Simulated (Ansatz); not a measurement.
A run on `F[Si](F)(F)[Ge]([Cl])([Cl])[Si](F)(F)F` with other settings.

```yaml
crystal:
  periodic: [false, false, false]
  atoms:
    - {symbol: F, position_ang: [-2.544684, 0.828829, 0.355671]}
    - {symbol: Si, position_ang: [-1.350035, 0.747285, 1.276919]}
    - {symbol: F, position_ang: [-1.532569, -0.447082, 2.183944]}
    - {symbol: F, position_ang: [-1.305243, 1.995059, 2.122918]}
    - {symbol: Ge, position_ang: [0.569347, 0.521520, 0.056916]}
    - {symbol: Cl, position_ang: [0.752758, 2.211032, -1.107535]}
    - {symbol: Cl, position_ang: [2.136650, 0.466955, 1.392827]}
    - {symbol: Si, position_ang: [0.799883, -1.281660, -1.328292]}
    - {symbol: F, position_ang: [-0.300905, -1.286119, -2.363068]}
    - {symbol: F, position_ang: [0.706946, -2.562845, -0.533009]}
    - {symbol: F, position_ang: [2.130540, -1.247696, -2.037417]}
basis:
  gaussian: {orbitals: def2-TZVP, final_grid: {core_spheres: 8, valence_spheres: 7, degree: 23}}
hamiltonian: {xc: {name: B3LYP}, dispersion: d3bj}
output: {forces: true}
```

```sh
$ ansatz run in.yaml --threads 4 --pin off --events-out ev --progress --plain --max-ram 46080MiB --backend cuda --devices 0, --max-vram 37GiB
```

It prints (some lines left out):

```
Functional definition: B3LYP
  name "B3LYP"
  cite "Stephens, Devlin, Chabalowski & Frisch, J. Phys. Chem. 98, 11623 (1994) doi:10.1021/j100096a001"
  cite "Becke, Phys. Rev. A 38, 3098 (1988) doi:10.1103/PhysRevA.38.3098"
  cite "Lee, Yang & Parr, Phys. Rev. B 37, 785 (1988) doi:10.1103/PhysRevB.37.785"
  cite "Vosko, Wilk & Nusair, Can. J. Phys. 58, 1200 (1980) doi:10.1139/p80-159"
  parameter a0 = 0.2
  parameter ax = 0.72
  parameter ac = 0.81
  exchange = (1 - a0 - ax)*slater_x + ax*b88_x + a0*exact_x
  correlation = (1 - ac)*vwn_rpa_c + ac*lyp_c
2373 factors; their error is unknown
mean field evaluation 1: about -113635.7345 eV, gradient 8.3e1 eV
mean field evaluation 2: about -113622.7413 eV, gradient 1.3e2 eV
mean field evaluation 4: about -113644.2562 eV, gradient 2.3e0 eV
mean field evaluation 8: about -113644.2660 eV, gradient 4.4e-2 eV
mean field evaluation 16: about -113644.6324 eV, gradient 1.0e-4 eV
mean field -113644.63239758 eV, -4176.3632095124 hartree, gradient 3.2e-5 eV, S^2 0.000000; 0 other end points of the search recorded, 0 dependent functions left out
the calculation of the forces begins
reference -113644.63276158 eV, -4176.3632228891 hartree; 74, 74 occupied and 308, 308 virtual orbitals, 2373 factors
Total energy: -113645.43032539 eV, -4176.3925328189 hartree
Atom 0 at    -2.544684     0.828829     0.355671 Å, force    -2.637583     0.184569    -2.060126 eV/Å
Atom 1 at    -1.350035     0.747285     1.276919 Å, force     1.752074    -0.213419    -1.119015 eV/Å
Atom 2 at    -1.532569    -0.447082     2.183944 Å, force    -0.384984    -2.655235     2.009195 eV/Å
Atom 3 at    -1.305243     1.995059     2.122918 Å, force     0.116441     2.800502     1.889875 eV/Å
Atom 4 at     0.569347     0.521520     0.056916 Å, force    -0.973623    -0.909066    -0.095451 eV/Å
Atom 5 at     0.752758     2.211032    -1.107535 Å, force     0.209747     1.940566    -1.338283 eV/Å
Atom 6 at     2.136650     0.466955     1.392827 Å, force     1.799901    -0.063851     1.535111 eV/Å
Atom 7 at     0.799883    -1.281660    -1.328292 Å, force    -0.218499     1.646179     1.268758 eV/Å
Atom 8 at    -0.300905    -1.286119    -2.363068 Å, force    -2.446798     0.010093    -2.290866 eV/Å
Atom 9 at     0.706946    -2.562845    -0.533009 Å, force    -0.203227    -2.831564     1.782051 eV/Å
Atom 10 at     2.130540    -1.247696    -2.037417 Å, force     2.986551     0.091225    -1.581249 eV/Å
Dipole moment:    -0.069415    -0.064776    -0.006836 e Å
```

Run time 3.5 s (4 threads of an AMD EPYC 7R13 on a shared host and a share of an NVIDIA H100 80 GB); peak host memory 1.1 GiB.
